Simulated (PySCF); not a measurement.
GaO, SMILES [O]=[Ga], multiplicity 2. Coordinates come from a PBE-D3(BJ)/def2-TZVPD optimisation.

Problem. Give the equilibrium geometry at PBE-D3(BJ)/def2-TZVPD (PySCF confirms it by a frequency run) as a Z-matrix, and its point group. (An estimate is asked for; the answer gives what the named calculation found.)

Solution. point group C∞v.
```
Ga
O 1 1.7111
```
Charge 0, spin multiplicity 2.
